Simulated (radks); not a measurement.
Q: Radial electron density D(r) = 4 pi r^2 rho(r) of an atom or ion with 43 electrons. All-electron calculation, scalar-relativistic Kohn-Sham, SCAN, spin-polarised, spherical densities, finite nucleus; meta-GGA in the generalised Kohn-Sham scheme; Fermi nuclear charge, rms radius of each element as measured or else 0.836 A^(1/3) + 0.57 fm. Program: a radial shooting solver on a logarithmic mesh with Libxc functionals.

| r (bohr) | D(r) (e/bohr) | spin D(r) |
|---|---|---|
| 0.001141 | 1.244 | -0.0000319 |
| 0.001308 | 1.587 | -0.0000406 |
| 0.001498 | 2.019 | -0.0000517 |
| 0.001716 | 2.562 | -0.0000655 |
| 0.001966 | 3.243 | -0.0000829 |
| 0.002253 | 4.091 | -0.000104 |
| 0.002581 | 5.142 | -0.000131 |
| 0.002957 | 6.436 | -0.000164 |
| 0.003388 | 8.017 | -0.000204 |
| 0.003882 | 9.930 | -0.000252 |
| 0.004447 | 12.22 | -0.000310 |
| 0.005095 | 14.94 | -0.000378 |
| 0.005837 | 18.11 | -0.000457 |
| 0.006688 | 21.74 | -0.000547 |
| 0.007662 | 25.82 | -0.000649 |
| 0.008778 | 30.29 | -0.000760 |
| 0.01006 | 35.04 | -0.000878 |
| 0.01152 | 39.90 | -0.001000 |
| 0.0132 | 44.63 | -0.00112 |
| 0.01512 | 48.92 | -0.00124 |
| 0.01733 | 52.44 | -0.00135 |
| 0.01985 | 54.85 | -0.00146 |
| 0.02274 | 55.92 | -0.00157 |
| 0.02606 | 55.56 | -0.00168 |
| 0.02985 | 53.94 | -0.00181 |
| 0.0342 | 51.53 | -0.00190 |
| 0.03918 | 49.13 | -0.00187 |
| 0.04489 | 47.70 | -0.00146 |
| 0.05143 | 48.12 | -0.000113 |
| 0.05892 | 50.90 | 0.00317 |
| 0.06751 | 55.85 | 0.0100 |
| 0.07734 | 61.91 | 0.0229 |
| 0.08932 | 67.49 | 0.0469 |
| 0.1023 | 69.88 | 0.0828 |
| 0.1172 | 68.13 | 0.135 |
| 0.1343 | 62.39 | 0.203 |
| 0.1539 | 54.59 | 0.284 |
| 0.1763 | 47.83 | 0.371 |
| 0.202 | 44.80 | 0.445 |
| 0.2314 | 46.34 | 0.483 |
| 0.2651 | 50.71 | 0.470 |
| 0.3038 | 54.26 | 0.391 |
| 0.348 | 53.38 | 0.258 |
| 0.3987 | 46.80 | 0.106 |
| 0.4568 | 36.23 | -0.00176 |
| 0.5233 | 25.30 | 0.00788 |
| 0.5996 | 17.39 | 0.181 |
| 0.6869 | 13.75 | 0.536 |
| 0.787 | 13.41 | 1.03 |
| 0.9017 | 14.15 | 1.56 |
| 1.033 | 14.12 | 1.97 |
| 1.184 | 12.61 | 2.16 |
| 1.356 | 10.05 | 2.09 |
| 1.553 | 7.262 | 1.82 |
| 1.78 | 4.869 | 1.42 |
| 2.039 | 3.092 | 1.03 |
| 2.336 | 1.870 | 0.670 |
| 2.676 | 1.075 | 0.391 |
| 3.066 | 0.5789 | 0.202 |
| 3.513 | 0.2860 | 0.0903 |
| 4.025 | 0.1264 | 0.0340 |
| 4.611 | 0.04877 | 0.0102 |
| 5.283 | 0.01607 | 0.00221 |
| 6.053 | 0.004421 | 0.000236 |

What is the nuclear charge?

A: Z = 44. The innermost maximum, from 1s, lies near gamma/Z bohr with gamma = sqrt(1 - (Z/c)^2) = 0.947, here 0.0215 bohr (found: 0.0235), and its height grows with Z. The density is that of the ruthenium ion Ru+ in [Kr] 4d7; the configuration itself is not fixed sharply by these data, and Z only to a few units. D(r) has 4 maxima, at r = 0.0235, 0.104, 0.319, 0.961 bohr, and minima at 0.0467, 0.205, 0.744 bohr, inside which lie 2.02, 11.09, 29.04 electrons.
